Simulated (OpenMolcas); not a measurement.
# Mo⁺: from RASSCF to RASPT2

```json
{
  "Program": "OpenMolcas",
  "Basis": "ANO-RCC-VDZP [6s5p3d1f]",
  "Scalar Hamiltonian": "DKH2, point nucleus",
  "Active space": "5 electrons in 9 orbitals (RAS2 4d 5s; RAS3 5p, at most 2 electrons)",
  "State averaging": "2S+1 = 6 even, 6 roots; 2S+1 = 4 even, 81 roots kept (CI in the orbitals of an earlier block); 2S+1 = 2 even, 89 roots kept (CI in the orbitals of an earlier block); 2S+1 = 6 odd, 15 roots; 2S+1 = 4 odd, 15 roots kept (CI in the orbitals of an earlier block); 2S+1 = 2 odd, 1 root kept (CI in the orbitals of an earlier block, 0 in the spin-orbit step)",
  "Spin-orbit coupling": "RASSI with atomic mean-field integrals over the reference wave functions, term energies averaged over their components"
}
```

Methods on the same reference wave functions:
A. RASSCF
B. SS-RASPT2, IPEA 0.25 Eh, imaginary shift 0.1 Eh (closed shells correlated: 4s 4p)
C. MS-RASPT2, IPEA 0.25 Eh, imaginary shift 0.1 Eh (closed shells correlated: 4s 4p)

Energies in cm⁻¹ above 4d⁵ ⁶S_5/2, the measured ground level; measured values from NIST Handbook of Basic Atomic Spectroscopic Data.

```tsv
Level	A	B	C	Measured
4d⁵ ⁶S_5/2	0.0	0.0	0.0	0.0
4d⁴ 5s ⁶D_1/2	9516	11710	11710	11783
4d⁴ 5s ⁶D_3/2	9754	11970	11970	12034
4d⁴ 5s ⁶D_5/2	10125	12360	12360	12417
4d⁴ 5s ⁶D_7/2	10604	12840	12840	12900
4d⁴ 5s ⁶D_9/2	11170	13400	13400	13461
4d⁴ 5s ⁴D_1/2(1)	19844	18540	18540	
4d⁴ 5s ⁴D_3/2(1) [71 %]	19870	18990	18990	
4d⁴ 5s ⁴D_5/2(1) [70 %]	20120	19330	19330	
4d⁵ ⁴G_5/2	20266	17620	17620	15199
4d⁵ ⁴G_7/2	20358	17750	17750	15331
4d⁵ ⁴G_9/2	20439	17840	17840	15428
4d⁵ ⁴G_11/2	20441	17840	17840	15447
4d⁴ 5s ⁴D_7/2(1)	20943	19300	19300	
4d⁵ ⁴P_1/2	20980	17540	17540	
4d⁵ ⁴P_3/2 [70 %]	21465	17570	17570	
4d⁵ ⁴P_5/2 [64 %]	21797	17800	17800	
4d⁴ 5s ⁴H_7/2	26980	28500	28500	
4d⁴ 5s ⁴H_9/2	27201	28750	28750	
4d⁴ 5s ⁴H_11/2	27518	29010	29010	
4d⁴ 5s ⁴F_3/2(1)	27661	27600	27600	
4d⁴ 5s ⁴F_5/2(1)	27725	27640	27640	
4d⁴ 5s ⁴H_13/2	27848	29380	29380	
4d⁴ 5s ⁴F_7/2(1)	27853	27630	27630
```

Deviations, from unrounded energies. A percentage is the sum of absolute deviations over the sum of measured energies, with the sign that they share, or ± where signs differ.

```csv
Against measurement,Levels,A,B,C
mean absolute deviation (cm-1),9,3500,1100,1100
other terms of the ground configuration (%),4,+32.7,+15.7,+15.7
other configurations (%),5,-18.3,-0.5,-0.5
```

B, C lie about equally close to measurement and A furthest from it. The largest miss of C in the table is 4d⁵ ⁴G_5/2, by +2400 cm-1. The ranking rests on the paired levels alone, and a cruder setting can come out closer through cancelling errors.

Between B and C no level of the table moves by more than 5 cm-1.

The two smallest mean deviations differ by little beside CASPT2's spread within terms, so their order carries little weight.

From A to B the spin-free energies of the other terms of 4d⁵ shown, above ⁶S, scale by factors of 0.85 to 0.87, as is usual when dynamic correlation screens the repulsion within a d or f shell.

The lowest spin-free term lies below A's lowest term by 0.275 hartree in B, 0.275 hartree in C.

CASPT2 does not keep the components of a term degenerate, so their means are used; among the terms shown or strongly mixed into the levels shown the widest spread is 150 cm-1 (4d⁴ 5s ⁴H, B). Some high roots are left out of the spin-orbit mixing, which shifts the levels that they would mix with. Terms from blocks run as CI alone lack orbitals of their own. Configurations are named by rounded mean occupations; where the s occupation lies near a half they are strongly mixed, a name can repeat and a true partner stay unpaired. A single d shell beside an s shell can misplace configurations of different d count against each other. Without dynamic correlation excited terms often stand tens of per cent too high (terms of higher spin than the ground term too low), and those without a measured partner can miss by more than the paired ones (holds for A). Some terms miss by over 15 % even with CASPT2, which points to a basis or an active space too small for the shells correlated (holds for B; C). Blocks of more than 70 roots (2S+1 = 4 even, 2 even) ran without multistate coupling (holds for C). Measured partners are found by configuration, term and J. A level has none where our copy of the source lacks it or the pairing is in doubt (some pairs that miss far off the trend of their configuration count as doubtful), and it then counts in no deviation. Levels of configurations outside the active space are missing. The table leaves out levels that lie high or whose names do not pair safely across all columns.

A share in square brackets marks a mixed level and gives the weight of the term that names it, the lowest over the columns. A number in round brackets counts repeated terms of one configuration in the order of the reference energies.
